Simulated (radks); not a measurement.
Task: Kr XVIII, 19 electrons, occupied as [Ar] 3d1 (the NIST ground configuration). Calculated with a radial shooting solver on a logarithmic mesh with Libxc functionals: Dirac Kohn-Sham, PBE, spin-unpolarised, spherical densities, finite nucleus; open shells fill j = l - 1/2 first; Fermi nuclear charge, rms radius 4.1884 fm. Some entries of the table are withheld. Estimate them.

| orbital | occ. | eigenvalue (hartree) | r(max) (bohr) |
|---|---|---|---|
| 1s1/2 | 2 | (1) | 0.02708 |
| 2s1/2 | 2 | -91.19135 | 0.1541 |
| 2p1/2 | 2 | (2) | (3) |
| 2p3/2 | 4 | (4) | (5) |
| 3s1/2 | 2 | -28.86871 | (6) |
| 3p1/2 | 2 | (7) | 0.4252 |
| 3p3/2 | 4 | (8) | 0.4320 |
| 3d3/2 | 1 | (9) | 0.3569 |
| 3d5/2 | 0 | (10) | 0.3587 |

Result: 
(1) 1s1/2 eigenvalue (hartree): -542.7883
(2) 2p1/2 eigenvalue (hartree): -84.68329
(3) 2p1/2 r(max) (bohr): 0.1210
(4) 2p3/2 eigenvalue (hartree): -82.69211
(5) 2p3/2 r(max) (bohr): 0.1243
(6) 3s1/2 r(max) (bohr): 0.4408
(7) 3p1/2 eigenvalue (hartree): -26.60056
(8) 3p3/2 eigenvalue (hartree): -26.20669
(9) 3d3/2 eigenvalue (hartree): -22.57505
(10) 3d5/2 eigenvalue (hartree): -22.49601
